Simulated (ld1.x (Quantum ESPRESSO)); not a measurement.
# samarium ultrasoft: all-electron and pseudo phase curves

- Element: Sm
- Generator: ld1.x (Quantum ESPRESSO) 7.5
- Type: ultrasoft
- Functional: LDA (PZ)
- Relativity: scalar-relativistic
- Frozen core: [Kr] 4d10
- Valence charge: 16
- Reference configuration: 4f6 5s2 5p6 5d0 6s1.5 6p0 (charge +0.5)
- Partial waves: 5s (bound): rcut 1.80, rcutus 2.10 bohr; 6s (bound): rcut 1.80, rcutus 2.10 bohr; 5p (bound): rcut 2.35, rcutus 2.70 bohr; 6p (bound, empty): rcut 2.35, rcutus 2.70 bohr; 5d (bound, empty): rcut 3.60, rcutus 4.35 bohr; 5d channel at 3.2 Ry: rcut 3.60, rcutus 4.35 bohr; 4f (bound): rcut 1.05, rcutus 1.45 bohr; 4f channel at 1 Ry: rcut 1.05, rcutus 1.45 bohr
- Local potential: all-electron potential smoothed inside 3.85 bohr (lloc = -1)
- Core correction: Bessel-smoothed model core, default radius (core density twice the valence density)
- Augmentation charge: PSQ, inside the norm-conserving radii

The phase is arctan(r·u′/u) with u = r·R(r), unwrapped; energies in Ry, scanned from -5 to 5 Ry. A pole is an energy at which the radial function vanishes at the test radius. The pseudo phase is shifted by a multiple of π to meet the all-electron one at the reference energy, and phase errors are pseudo minus all-electron; the curves can meet again beyond the range given. Levels narrower than the energy grid can be missing from the lists of poles. n/a: not evaluated, since a narrow level or a reset projector energy made the automatic matching unsafe.

For each channel, where are the poles, and over which energies does the pseudopotential scatter like the atom?

| channel | radius (bohr) | reference energy (Ry) | poles, all-electron | poles, pseudo | unbroken range about the reference energy with phases within 0.05 rad | phase error 1 Ry above the reference energy (rad) |
| --- | --- | --- | --- | --- | --- | --- |
| s | 4.67 | -0.45 | -0.05, 2.57 | -0.05, 2.79 | below 0.8 | +0.011 |
| p | 4.67 | -0.24 | 0.50, 3.30 | 0.50, 3.63 | n/a | n/a |
| d | 4.67 | -0.33 | -0.21, 1.59, 4.63 | -0.16, 2.98 | -0.4 to -0.2 | +2.132 |
| f | 4.67 | -0.41 | 1.16, 3.36 | 1.16, 3.72 | below 1.9 | +0.004 |

Phases in the f channel:

```json
{"E (Ry)": "-5.00", "all-electron": "1.476", "pseudo": "1.476"}
{"E (Ry)": "-4.74", "all-electron": "1.473", "pseudo": "1.473"}
{"E (Ry)": "-4.48", "all-electron": "1.470", "pseudo": "1.470"}
{"E (Ry)": "-4.22", "all-electron": "1.468", "pseudo": "1.468"}
{"E (Ry)": "-3.96", "all-electron": "1.464", "pseudo": "1.464"}
{"E (Ry)": "-3.70", "all-electron": "1.461", "pseudo": "1.461"}
{"E (Ry)": "-3.44", "all-electron": "1.457", "pseudo": "1.457"}
{"E (Ry)": "-3.18", "all-electron": "1.452", "pseudo": "1.452"}
{"E (Ry)": "-2.92", "all-electron": "1.447", "pseudo": "1.447"}
{"E (Ry)": "-2.66", "all-electron": "1.442", "pseudo": "1.442"}
{"E (Ry)": "-2.40", "all-electron": "1.435", "pseudo": "1.435"}
{"E (Ry)": "-2.14", "all-electron": "1.427", "pseudo": "1.427"}
{"E (Ry)": "-1.88", "all-electron": "1.418", "pseudo": "1.418"}
{"E (Ry)": "-1.62", "all-electron": "1.407", "pseudo": "1.407"}
{"E (Ry)": "-1.36", "all-electron": "1.393", "pseudo": "1.393"}
{"E (Ry)": "-1.10", "all-electron": "1.375", "pseudo": "1.376"}
{"E (Ry)": "-0.84", "all-electron": "1.351", "pseudo": "1.351"}
{"E (Ry)": "-0.58", "all-electron": "1.310", "pseudo": "1.311"}
{"E (Ry)": "-0.32", "all-electron": "1.283", "pseudo": "1.284"}
{"E (Ry)": "-0.06", "all-electron": "1.163", "pseudo": "1.164"}
{"E (Ry)": "0.20", "all-electron": "0.854", "pseudo": "0.860"}
{"E (Ry)": "0.46", "all-electron": "-0.465", "pseudo": "-0.452"}
{"E (Ry)": "0.72", "all-electron": "-1.291", "pseudo": "-1.290"}
{"E (Ry)": "0.98", "all-electron": "-1.497", "pseudo": "-1.497"}
{"E (Ry)": "1.24", "all-electron": "-1.601", "pseudo": "-1.600"}
{"E (Ry)": "1.50", "all-electron": "-1.692", "pseudo": "-1.688"}
{"E (Ry)": "1.76", "all-electron": "-1.831", "pseudo": "-1.812"}
{"E (Ry)": "2.02", "all-electron": "-2.337", "pseudo": "-2.164"}
{"E (Ry)": "2.28", "all-electron": "-4.130", "pseudo": "-3.801"}
{"E (Ry)": "2.54", "all-electron": "-4.502", "pseudo": "-4.415"}
{"E (Ry)": "2.80", "all-electron": "-4.610", "pseudo": "-4.560"}
{"E (Ry)": "3.06", "all-electron": "-4.667", "pseudo": "-4.627"}
{"E (Ry)": "3.32", "all-electron": "-4.707", "pseudo": "-4.668"}
{"E (Ry)": "3.58", "all-electron": "-4.741", "pseudo": "-4.698"}
{"E (Ry)": "3.84", "all-electron": "-4.777", "pseudo": "-4.724"}
{"E (Ry)": "4.10", "all-electron": "-4.824", "pseudo": "-4.747"}
{"E (Ry)": "4.36", "all-electron": "-4.904", "pseudo": "-4.772"}
{"E (Ry)": "4.62", "all-electron": "-5.125", "pseudo": "-4.801"}
{"E (Ry)": "4.88", "all-electron": "-6.591", "pseudo": "-4.839"}
```
